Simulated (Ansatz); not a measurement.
`C[O][Nb]([F])([F])([F])[N](C)C` at its PBE0-D4/def2-TZVP geometry, where that method's forces vanish. Total charge 0; spin multiplicity 1. Nb: def2 effective core potential.

```xyz
18

C    -0.7797   -2.7126   -1.1443
O    -0.8393   -1.3610   -0.8088
Nb   -1.1437   -0.0848    0.5153
F    -0.8521   -1.5220    1.7200
F    -1.8374    0.7926    2.0344
F    -2.5773    0.6621   -0.4482
N     0.4435    0.9928    0.2880
C     1.5565    0.6808   -0.5875
C     0.6425    2.2404    1.0083
H    -1.6739   -3.0000   -1.7041
H     0.0985   -2.8950   -1.7702
H    -0.7051   -3.3168   -0.2345
H     2.4776    0.5602   -0.0051
H     1.3698   -0.2375   -1.1405
H     1.7128    1.4945   -1.3056
H     0.7451    3.0715    0.3010
H     1.5574    2.1866    1.6097
H    -0.1949    2.4482    1.6720
```

(1) What forces (eV/Å) does r2SCAN-D4/def2-TZVPP give on these atoms in Ansatz? (Estimate.)

Results:

(1) Ansatz gave: 
```
C1   0.007 -0.262 -0.068
O2   0.056  0.006 -0.202
Nb3 -0.183  0.041  0.155
F4   0.024 -0.146  0.110
F5  -0.056  0.078  0.145
F6  -0.155  0.079 -0.100
N7   0.075  0.041 -0.018
C8   0.171 -0.043 -0.126
C9   0.023  0.191  0.110
H10  0.010 -0.004  0.004
H11 -0.007  0.001  0.005
H12 -0.001  0.005 -0.001
H13  0.006  0.008 -0.005
H14 -0.003  0.010  0.013
H15  0.009  0.003  0.002
H16  0.010  0.001  0.002
H17  0.005  0.006 -0.005
H18  0.010 -0.014 -0.020
```
